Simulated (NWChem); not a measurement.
Species: BSiH$_{4}$OCl; SMILES OB([SiH3])Cl

```xyz
8

B      0.4311    -0.1232     0.0000
Cl    -0.6253    -1.5588     0.0000
O      1.7618    -0.2921     0.0000
H      2.0308    -1.2212     0.0000
Si    -0.4083     1.7219     0.0000
H      0.6183     2.8085     0.0000
H     -1.2765     1.8795     1.2089
H     -1.2765     1.8795    -1.2089
```
Atoms are numbered in this order, from 1.

Computed with NWChem. Pople sets run with spherical d functions. The geometry was optimised at PBE0/def2-SVP.

Problem. Taking B3LYP/6-311++G** as the yardstick, which of these has the fewest basis functions while keeping “highest occupied level (eV)” within 0.05 eV of it: B3LYP/6-311G**; B3LYP/STO-3G; B3LYP/6-31G*; B3LYP/6-31+G*; B3LYP/3-21G?

Solution. B3LYP/6-31+G*.
```csv
level,basis functions,highest occupied level (eV)
B3LYP/STO-3G,32,-5.99
B3LYP/3-21G,52,-8.22
B3LYP/6-31G*,72,-8.10
B3LYP/6-31+G*,88,-8.30
B3LYP/6-311G**,112,-8.28
B3LYP/6-311++G**,132,-8.31
```

The yardstick is one finite set, not the basis-set limit.
